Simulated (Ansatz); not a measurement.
`[SH][In]([Br])[Br]` and `S[S][In]([Br])[Br]` differ in one atom or group.

Ansatz, PBE0-D4/def2-TZVP geometries, multiplicity 1. Each molecule was computed in one conformer, which needn't be the lowest.

Elements past krypton have def2 core potentials. Scalar relativity is left out up to krypton.

```tsv
property	`[SH][In]([Br])[Br]`
HOMO energy (ωB97M-V/def2-TZVPP) / eV	-10.36
HOMO energy (B3LYP/def2-TZVPP) / eV	-7.92
LUMO energy (ωB97M-V/def2-TZVPP) / eV	-0.68
HOMO–LUMO gap (PBE/def2-TZVPP) / eV	3.57
LUMO energy (PBE/def2-TZVPP) / eV	-3.38
HOMO energy (PBE0/def2-TZVPP) / eV	-8.18
```

Task: Give the same properties after the change, and the shifts. (Estimate.)

Result: Ansatz gave: 
```csv
property,`S[S][In]([Br])[Br]`,shift
HOMO energy (ωB97M-V/def2-TZVPP) / eV,-9.45,0.91
HOMO energy (B3LYP/def2-TZVPP) / eV,-7.19,0.73
LUMO energy (ωB97M-V/def2-TZVPP) / eV,-0.80,-0.12
HOMO–LUMO gap (PBE/def2-TZVPP) / eV,2.90,-0.67
LUMO energy (PBE/def2-TZVPP) / eV,-3.42,-0.04
HOMO energy (PBE0/def2-TZVPP) / eV,-7.42,0.76
```

With PBE0 the HOMO rises by 0.76 eV and the LUMO falls by 0.09 eV, so the gap narrows by about 0.85 eV. PBE moves the HOMO by 0.63 eV and ωB97M-V by 0.91 eV. The zero-point energy changes by 5.0 kJ/mol with +3 modes.

B3LYP here is the variant with VWN-RPA as its local correlation; programs differ in this.

Spin–orbit coupling is left out; it splits and shifts lone-pair levels of the heavy atoms by tenths of an eV.
